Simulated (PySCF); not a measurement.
A run for PySCF: D3(BJ) and D4 dispersion corrections on CH10GeSi (a complex), monomers drawn apart or pushed together.

```python
from pyscf import gto
from pyscf.dispersion import dftd3, dftd4

mol = gto.M(
    atom='''
    Si    0.66080176    1.33791132    0.64120448
    Ge   -0.36327853   -0.80312333    0.37042253
    H     0.10281531    2.03573018    1.82168199
    H     0.41364779    2.16509865   -0.56402167
    H     2.12381500    1.18202262    0.82137389
    H     0.11555655   -1.79325123    1.44607971
    H    -0.01901249   -1.39424524   -1.00953434
    H    -1.89585503   -0.69020458    0.47132665
    C     0.08181952    0.07830427    4.94772773
    H     0.03513412   -0.46049756    5.89312588
    H     0.19634121    1.14403167    5.13953134
    H     0.93176631   -0.28072736    4.36916884
    H    -0.83655195   -0.09267535    4.38777461
    ''',
    basis='def2-svp',
    charge=0, spin=0, verbose=0, max_memory=1800)
d3, d4 = {}, {}
for xc in ['hf', 'pbe', 'blyp', 'revpbe', 'tpss', 'r2scan', 'b3lyp', 'pbe0', 'bhlyp', 'camb3lyp', 'b2plyp']:
    d3[xc] = float(dftd3.DFTD3Dispersion(mol, xc=xc, version='d3bj', atm=False).get_dispersion()['energy'])
    print(f'D3(BJ) {xc:10s} {d3[xc]:14.8f} Eh')
for xc in ['hf', 'pbe', 'blyp', 'revpbe', 'tpss', 'r2scan', 'b3lyp', 'pbe0', 'bhlyp', 'camb3lyp', 'b2plyp']:
    d4[xc] = float(dftd4.DFTD4Dispersion(mol, xc={'camb3lyp': 'cam-b3lyp'}.get(xc, xc), atm=True).get_dispersion()['energy'])
    print(f'D4     {xc:10s} {d4[xc]:14.8f} Eh')
```

Program output:

```
D3(BJ) hf            -0.05670596 Eh
D3(BJ) pbe           -0.00725855 Eh
D3(BJ) blyp          -0.01547061 Eh
D3(BJ) revpbe        -0.01721935 Eh
D3(BJ) tpss          -0.00932431 Eh
D3(BJ) r2scan        -0.00230535 Eh
D3(BJ) b3lyp         -0.01282593 Eh
D3(BJ) pbe0          -0.00657806 Eh
D3(BJ) bhlyp         -0.01058864 Eh
D3(BJ) camb3lyp      -0.00640141 Eh
D3(BJ) b2plyp        -0.00634900 Eh
D4     hf            -0.02186929 Eh
D4     pbe           -0.00673276 Eh
D4     blyp          -0.01417097 Eh
D4     revpbe        -0.01898753 Eh
D4     tpss          -0.00898490 Eh
D4     r2scan        -0.00186938 Eh
D4     b3lyp         -0.01067144 Eh
D4     pbe0          -0.00582546 Eh
D4     bhlyp         -0.00861960 Eh
D4     camb3lyp      -0.00599660 Eh
D4     b2plyp        -0.00474286 Eh
```

The run finished.

Cost: around 0.06 core-seconds (rough).
